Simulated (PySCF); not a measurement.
A species of formula C6H8F2O has this rotational fingerprint, computed with PBE0/def2-SVPD in PySCF (dipole) on a GFN2-xTB geometry, gas phase:

```
Rotational constants : A = 2801, B = 992.7, C = 782.1 MHz
Dipole components    : |μa| = 1.48 D, |μb| = 0.26 D, |μc| = 0.32 D
Inertial defect      : -43.35 u·Å²
κ                    : -0.79
```

Question: Which structure is it? (One computed conformer of each.)
A. `[O:1]=[C:2]=[C:3]([CH2:4][F:5])[CH2:6][CH2:7][CH2:8][F:9]` with C2–C3–C4–F5 -92°, C2–C3–C6–C7 101°, C3–C6–C7–C8 177°, C6–C7–C8–F9 63°
B. `[CH2:1]=[CH:2]/[CH:3]=[CH:4]/[CH2:5][O:6][CH:7]([F:8])[F:9]` with C1–C2–C3–C4 -179°, C3–C4–C5–O6 -124°, C4–C5–O6–C7 67°, C5–O6–C7–F8 78°
C. `[CH2:1]=[C:2]([CH:3]=[O:4])[C@H:5]([CH3:6])[CH:7]([F:8])[F:9]` with C1–C2–C3–O4 -178°, C1–C2–C5–C6 62°, C2–C5–C7–F8 -53°
D. `[CH2:1]=[CH:2][C:3](=[CH2:4])[CH2:5][O:6][CH:7]([F:8])[F:9]` with C1–C2–C3–C4 178°, C2–C3–C5–O6 71°, C3–C5–O6–C7 -176°, C5–O6–C7–F8 -57°
E. `[CH3:1][C@@H:2]1[CH:3]=[CH:4][C@H:5]1[O:6][CH:7]([F:8])[F:9]` with C4–C5–O6–C7 -179°, C5–O6–C7–F8 166°
F. `[CH2:1]=[CH:2][CH2:3]/[CH:4]=[CH:5]/[O:6][CH:7]([F:8])[F:9]` with C1–C2–C3–C4 -117°, C2–C3–C4–C5 -113°, C4–C5–O6–C7 -13°, C5–O6–C7–F8 -166°

Answer: D. It is C=CC(=C)COC(F)F, an asymmetric top, point group C1. The candidates at the same level (rigid rotor, commonest isotopes):

```json
{"SMILES": "C=C/C=C/COC(F)F", "A (MHz)": "3256", "B (MHz)": "655.6", "C (MHz)": "625.3", "μa (D)": "3.65", "μb (D)": "0.61", "μc (D)": "0.18", "Δ (u·Å²)": "-117.92", "point group": "C1", "rotor": "near-prolate asymmetric top"}
{"SMILES": "C[C@@H]1C=C[C@H]1OC(F)F", "A (MHz)": "3113", "B (MHz)": "1056", "C (MHz)": "852.3", "μa (D)": "2.72", "μb (D)": "0.30", "μc (D)": "1.60", "Δ (u·Å²)": "-47.93", "point group": "C1", "rotor": "asymmetric top"}
{"SMILES": "C=C(C=O)[C@H](C)C(F)F", "A (MHz)": "2190", "B (MHz)": "1213", "C (MHz)": "1122", "μa (D)": "0.89", "μb (D)": "2.45", "μc (D)": "0.60", "Δ (u·Å²)": "-196.78", "point group": "C1", "rotor": "asymmetric top"}
{"SMILES": "O=C=C(CF)CCCF", "A (MHz)": "2111", "B (MHz)": "866.2", "C (MHz)": "666.8", "μa (D)": "0.09", "μb (D)": "1.73", "μc (D)": "1.65", "Δ (u·Å²)": "-64.85", "point group": "C1", "rotor": "asymmetric top"}
{"SMILES": "C=CC(=C)COC(F)F", "A (MHz)": "2801", "B (MHz)": "992.7", "C (MHz)": "782.1", "μa (D)": "1.48", "μb (D)": "0.26", "μc (D)": "0.32", "Δ (u·Å²)": "-43.35", "point group": "C1", "rotor": "asymmetric top"}
{"SMILES": "C=CC/C=C/OC(F)F", "A (MHz)": "4001", "B (MHz)": "615.8", "C (MHz)": "591.1", "μa (D)": "2.73", "μb (D)": "0.26", "μc (D)": "0.60", "Δ (u·Å²)": "-91.98", "point group": "C1", "rotor": "near-prolate asymmetric top"}
```

`C[C@@H]1C=C[C@H]1OC(F)F` has A 11 % too high; `C=C(C=O)[C@H](C)C(F)F` has C 43 % too high; `C=CC/C=C/OC(F)F` has A 43 % too high; `C=C/C=C/COC(F)F` has B 34 % too low; `O=C=C(CF)CCCF` has A 25 % too low. No structure here is proved a minimum.
